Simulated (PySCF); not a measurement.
C$_{4}$H$_{12}$ClNSi (SMILES CN(C)[Si](C)(C)Cl), singlet, at a GFN2-xTB geometry, atoms displaced at random by about 0.03 Å a coordinate; TPSS/STO-3G, gradient by finite differences in PySCF.

Input for PySCF:
```python
from pyscf import gto, scf, dft

mol = gto.M(
    atom='''
C     2.056828    0.863896    0.425139
N     1.190355    0.150810   -0.459636
C     1.743421    0.030649   -1.747373
Si   -0.484148   -0.054014   -0.100380
C    -1.602132    1.439312   -0.387376
C    -1.125261   -1.558055   -1.071618
Cl   -0.628091   -0.468693    1.867573
H     1.649772    0.944604    1.469442
H     2.130199    1.969303    0.038621
H     3.052050    0.467059    0.401849
H     1.740266    1.076007   -2.247503
H     1.026726   -0.555692   -2.395957
H     2.671413   -0.382714   -1.770895
H    -2.627997    1.241557   -0.162771
H    -1.556835    1.764415   -1.395198
H    -1.270904    2.307375    0.208624
H    -0.431937   -2.413942   -1.029120
H    -1.302396   -1.295204   -2.128903
H    -2.052467   -1.922866   -0.688334
''',
    basis='sto-3g',
    charge=0,
    spin=0,
    verbose=4,
)

mf = dft.RKS(mol)
mf.xc = 'tpss'
mf.conv_tol = 1e-11
mf.kernel()
scan, done = mf.as_scanner(), []
scan.scf_summary = {}
def energy(d):
    c = mol.atom_coords()
    c[11, 0] += d
    e = scan(mol.set_geom_(c, unit='Bohr', inplace=False))
    done.append(scan.converged)
    return e
h = 1e-3
fd = (energy(h) - energy(-h)) / (2 * h)
print('dE/dx =', fd)
```

What the program printed (banner, timings and long lists left out):

```
PySCF version 2.14.0

[INPUT] verbose = 4
[INPUT] num. atoms = 19
[INPUT] num. electrons = 74
[INPUT] charge = 0
[INPUT] spin (= nelec alpha-beta = 2S) = 0
[INPUT] symmetry False subgroup None
[INPUT] Mole.unit = angstrom
[INPUT] Symbol           X                Y                Z      unit          X                Y                Z       unit  Magmom
[...]
nuclear repulsion = 489.201308547014
number of shells = 37
number of NR pGTOs = 165
number of NR cGTOs = 55
basis = sto-3g
ecp = {}

******** <class 'pyscf.dft.rks.RKS'> ********
method = RKS
initial guess = minao
damping factor = 0
level_shift factor = 0
DIIS = <class 'pyscf.scf.diis.CDIIS'>
diis_start_cycle = 1
diis_space = 8
diis_damp = 0
SCF conv_tol = 1e-11
SCF conv_tol_grad = None
SCF max_cycles = 50
direct_scf = True
direct_scf_tol = 1e-13
XC library pyscf.dft.libxc version 7.1.2
    S. Lehtola, C. Steigemann, M. J. T. Oliveira, and M. A. L. Marques,  SoftwareX 7, 1–5 (2018)
XC functionals = tpss
    J. Tao, J. P. Perdew, V. N. Staroverov, and G. E. Scuseria,  Phys. Rev. Lett. 91, 146401 (2003)
    J. P. Perdew, J. Tao, V. N. Staroverov, and G. E. Scuseria,  J. Chem. Phys. 120, 6898 (2004)
    J. Tao, J. P. Perdew, V. N. Staroverov, and G. E. Scuseria,  Phys. Rev. Lett. 91, 146401 (2003)
    J. P. Perdew, J. Tao, V. N. Staroverov, and G. E. Scuseria,  J. Chem. Phys. 120, 6898 (2004)
radial grids:
    Treutler-Ahlrichs [JCP 102, 346 (1995); DOI:10.1063/1.469408] (M4) radial grids

becke partition: Becke, JCP 88, 2547 (1988); DOI:10.1063/1.454033
pruning grids: <function nwchem_prune>
grids dens level: 3
symmetrized grids: False
atomic radii adjust function: <function treutler_atomic_radii_adjust>
small_rho_cutoff = 0
Set gradient conv threshold to 3.16228e-06
Initial guess from minao.
tot grids = 226136
init E= -953.282950086271
[...]
cycle= 1 E= -953.203255331432  delta_E= 0.0797  |g|= 0.53  |ddm|= 5.17
[...]
cycle= 2 E= -953.182948346938  delta_E= 0.0203  |g|= 0.611  |ddm|= 1.76
[...]
cycle= 3 E= -953.298497797437  delta_E= -0.116  |g|= 0.0801  |ddm|= 0.982
[...]
cycle= 4 E= -953.300615169105  delta_E= -0.00212  |g|= 0.0174  |ddm|= 0.16
[...]
cycle= 5 E= -953.300710447546  delta_E= -9.53e-05  |g|= 0.00307  |ddm|= 0.0314
[...]
cycle= 6 E= -953.300714868025  delta_E= -4.42e-06  |g|= 0.000857  |ddm|= 0.00865
[...]
cycle= 7 E= -953.300715147415  delta_E= -2.79e-07  |g|= 7.36e-05  |ddm|= 0.00155
[...]
cycle= 8 E= -953.300715149328  delta_E= -1.91e-09  |g|= 1.86e-05  |ddm|= 0.000142
[...]
[...]
converged SCF energy = -953.300715149448
converged SCF energy = -953.300731491886
[...]
  16 H     -1.270904000000   2.307375000000   0.208624000000 AA   -2.401660490614   4.360306816668   0.394242223011 Bohr
  17 H     -0.431937000000  -2.413942000000  -1.029120000000 AA   -0.816242633066  -4.561689260585  -1.944754949312 Bohr
  18 H     -1.302396000000  -1.295204000000  -2.128903000000 AA   -2.461171745729  -2.447580835441  -4.023043615765 Bohr
  19 H     -2.052467000000  -1.922866000000  -0.688334000000 AA   -3.878600509708  -3.633690114238  -1.300762742226 Bohr

******** <class 'pyscf.scf.hf.RKS_Scanner'> ********
method = RKS_Scanner
initial guess = minao
damping factor = 0
level_shift factor = 0
DIIS = <class 'pyscf.scf.diis.CDIIS'>
diis_start_cycle = 1
diis_space = 8
diis_damp = 0
SCF conv_tol = 1e-11
SCF conv_tol_grad = None
SCF max_cycles = 50
direct_scf = True
direct_scf_tol = 1e-13
XC library pyscf.dft.libxc version 7.1.2
    S. Lehtola, C. Steigemann, M. J. T. Oliveira, and M. A. L. Marques,  SoftwareX 7, 1–5 (2018)
XC functionals = tpss
    J. Tao, J. P. Perdew, V. N. Staroverov, and G. E. Scuseria,  Phys. Rev. Lett. 91, 146401 (2003)
    J. P. Perdew, J. Tao, V. N. Staroverov, and G. E. Scuseria,  J. Chem. Phys. 120, 6898 (2004)
    J. Tao, J. P. Perdew, V. N. Staroverov, and G. E. Scuseria,  Phys. Rev. Lett. 91, 146401 (2003)
    J. P. Perdew, J. Tao, V. N. Staroverov, and G. E. Scuseria,  J. Chem. Phys. 120, 6898 (2004)
radial grids:
    Treutler-Ahlrichs [JCP 102, 346 (1995); DOI:10.1063/1.469408] (M4) radial grids

becke partition: Becke, JCP 88, 2547 (1988); DOI:10.1063/1.454033
pruning grids: <function nwchem_prune>
grids dens level: 3
symmetrized grids: False
atomic radii adjust function: <function treutler_atomic_radii_adjust>
small_rho_cutoff = 0
Set gradient conv threshold to 3.16228e-06
tot grids = 226136
init E= -953.300555726868
[...]
cycle= 1 E= -953.300698601693  delta_E= -0.000143  |g|= 0.000215  |ddm|= 0.00086
[...]
cycle= 2 E= -953.300698615312  delta_E= -1.36e-08  |g|= 0.000146  |ddm|= 0.000675
[...]
cycle= 3 E= -953.300698622637  delta_E= -7.33e-09  |g|= 4.59e-05  |ddm|= 0.000305
[...]
cycle= 4 E= -953.300698623294  delta_E= -6.57e-10  |g|= 8.88e-06  |ddm|= 7.78e-05
[...]
cycle= 5 E= -953.300698623322  delta_E= -2.82e-11  |g|= 1.35e-06  |ddm|= 1.52e-05
[...]
cycle= 6 E= -953.300698623321  delta_E= 1.82e-12  |g|= 2.64e-07  |ddm|= 2.16e-06
[...]
Extra cycle  E= -953.300698623322  delta_E= -9.09e-13  |g|= 2.85e-07  |ddm|= 9.17e-07
converged SCF energy = -953.300698623322
dE/dx = -0.01643428208808473
```
